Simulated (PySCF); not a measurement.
TaBr4, SMILES [Br][Ta]([Br])([Br])[Br] (connectivity only; charge and spin as stated), neutral, multiplicity 2.

Geometry optimised at r2SCAN-D4/def2-SVP. The multiplicity is an assumed one; other spin states were not compared. The def2 effective core potentials stand for the cores of Ta; spin–orbit coupling is left out.

All values below come from PySCF with r2SCAN-D4/def2-SVP.

Frequencies are harmonic and unscaled.

Modes within 1.5 cm⁻¹ of each other (mostly degenerate sets) share a row, with their intensities summed.

**Question.** List the normal modes with their intensities. (The exact figures need the calculation; the answer reports its results.)

**Answer.** 
```csv
mode,ν (cm⁻¹),IR (km/mol),moving atoms (share of kinetic energy)
1,45,0.0,Br 100 %
2,63,0.7,"Br 68 %, Ta 32 %"
3–4,71,1.6,"Br 78 %, Ta 22 %"
5,78,0.0,Br 100 %
6,239,0.0,Br 100 %
7,262,29.0,"Br 68 %, Ta 32 %"
8–9,280,103.2,"Br 58 %, Ta 42 %"
```
